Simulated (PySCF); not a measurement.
Broadened absorption spectrum of C6H8O2

Compound: C₆H₈O₂.
Geometry (GFN2-xTB, Å), atoms numbered from 1 in this order:
```xyz
16
C6H8O2 angstrom
C     -1.9911   -0.8878    0.6460
O     -1.7015    0.4717    0.8495
C     -0.9280    1.0450   -0.1832
C      0.4506    0.4708   -0.2829
C      1.4210    0.4172    0.7564
C      2.5084   -0.1963    0.2219
O      2.2867   -0.5239   -1.0622
C      1.0388   -0.1252   -1.3591
H     -2.6332   -1.1921    1.4700
H     -2.5171   -1.0412   -0.3049
H     -1.0818   -1.4999    0.6475
H     -1.4399    0.9322   -1.1520
H     -0.8733    2.1086    0.0676
H      1.3001    0.7832    1.7546
H      3.4649   -0.4478    0.6346
H      0.6879   -0.3054   -2.3561
```

Computed with TDDFT CAM-B3LYP/def2-SVPD, vertical, gas phase, core orbitals frozen in the response (PySCF 2.14.0, density-fitted response routines).

Computed states:

```
state  E (eV)       f
   S1    6.27   0.140
   S2    6.63  0.0045
   S3    6.86  0.0053
   S4    7.21   0.030
   S5    7.26  0.0070
   S6    7.46   0.045
   S7    7.52   0.031
   S8    7.77   0.010
```

Broadening: Gaussians 0.5 eV wide at half height, area fixed by f = 4.319×10⁻⁹ ∫ε dν̃. The cross-section is σ = 3.8235×10⁻²¹ ε cm², given in Mb (10⁻¹⁸ cm²). The width is an assumption, not a result. The curve ends short of the highest state used, and states not computed would add to its high-energy end.

**Question.** Give the broadened spectrum and its maxima.

**Answer.** 
| E (eV) | σ (Mb) |
| --- | --- |
| 5.52 | 0.06 |
| 5.59 | 0.17 |
| 5.66 | 0.47 |
| 5.73 | 1.15 |
| 5.81 | 2.79 |
| 5.88 | 5.39 |
| 5.95 | 9.34 |
| 6.02 | 14.52 |
| 6.09 | 20.25 |
| 6.16 | 25.37 |
| 6.24 | 28.76 |
| 6.31 | 28.65 |
| 6.38 | 25.71 |
| 6.45 | 20.88 |
| 6.52 | 15.48 |
| 6.59 | 10.68 |
| 6.66 | 7.13 |
| 6.74 | 4.80 |
| 6.81 | 4.08 |
| 6.88 | 4.35 |
| 6.95 | 5.47 |
| 7.02 | 7.31 |
| 7.09 | 9.76 |
| 7.17 | 13.00 |

Maxima: 198 nm (6.27 eV), ε about 7600, made up of S1 (99%) (ε in L mol⁻¹ cm⁻¹; maxima over ε = 5, shares over 10%). At its high-energy end, 7.17 eV, the curve is still rising (ε about 3400, from S4, S5, S6 and S7).

**Question.** On this curve, what absorbance would a 10⁻³ mol/L sample give at 222 nm over a 1 cm path?

**Answer.** 222 nm is 5.585 eV, where ε is about 42 L mol⁻¹ cm⁻¹, so A = ε c l ≈ 0.042 (Beer–Lambert, with the gas-phase spectrum and the assumed width).

**Question.** What would ε be at 6.27 eV, the highest of these maxima, with half the width (0.25 eV)?

**Answer.** About 15100 L mol⁻¹ cm⁻¹ against 7610, a factor of about 1.98; a lone state at its own centre would give exactly 2.

**Question.** Coming from long wavelengths, where does ε first pass 100 L mol⁻¹ cm⁻¹?

**Answer.** At about 220 nm (5.65 eV), 0.62 eV below S1.

One conformer stands for the species.
